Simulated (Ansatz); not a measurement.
`[CH3][Sn]([OH])([OH])[F]` + H₂ → `[CH3][SnH]([OH])[F]` + H₂O at 298.15 K and 1 bar (hydrogenolysis of the Sn–O bond).

Program: Ansatz. Geometries: PBE0-D4/def2-TZVP. ΔE: electronic, gas phase. CCSD(T)/CBS adds triple-zeta CCSD(T) − MP2 to the extrapolated MP2 energy (def2 sets, frozen cores). This one scheme is used for every species. Elements past krypton have def2 core potentials. For Sn outer-core shells are correlated without core-valence functions, which leaves a few kJ/mol of doubt a bond. One conformer a species, not always the lowest.

| species | CCSD(T)/CBS energy (Eh) | H − E (kJ/mol) | S (J/(mol·K)) |
| --- | --- | --- | --- |
| `[CH3][Sn]([OH])([OH])[F]` | -505.32137 | 195.3 | 394.6 |
| H₂ | -1.17544 | 35.1 | 130.4 |
| `[CH3][SnH]([OH])[F]` | -430.11060 | 173.6 | 359.7 |
| H₂O | -76.37941 | 66.4 | 188.7 |

H − E and S are ideal-gas, rigid-rotor, harmonic terms from PBE0-D4/def2-TZVP, for one conformer and one mirror image of each species. The MP2-based limit puts H₂ 0.8 mEh under its directly extrapolated value; such offsets cancel only in part. 1 Eh = 2625.50 kJ/mol, R = 8.31446 J/(mol·K).

Problem. By hand: ΔE, ΔH, ΔS and ΔG.

Solution. ΔE = (-430.11060) + (-76.37941) − (-505.32137) − (-1.17544) = 0.00680 Eh = 17.9 kJ/mol. Δ(H − E) = 173.6 + 66.4 − 195.3 − 35.1 = 9.6, so ΔH = 27.5 kJ/mol. ΔS = 359.7 + 188.7 − 394.6 − 130.4 = 23.4 J/(mol·K). ΔG = 27.5 − 298.15 × (23.4)/1000 = 20.5 kJ/mol.

Problem. By hand: the equilibrium constant, and the temperature at which ΔG would vanish if ΔH and ΔS stayed fixed.

Solution. log₁₀ K = −ΔG/(RT ln 10) = -3.6. ΔG = 0 at ΔH/ΔS = 1175 K.

ΔH outweighs TΔS. A doubt of 5 kJ/mol in ΔE shifts log₁₀ K by 0.9 here. Other conformers and mirror images would add mixing entropy, several J/(mol·K) or more a flexible species. Modes under 60 cm⁻¹, often nearly free rotors, make the harmonic entropy too high. These are equilibria of isolated gas molecules and say nothing of rates. Largest T1 diagnostic: 0.014 (customary marks: 0.02 for closed shells, 0.045 for open ones).
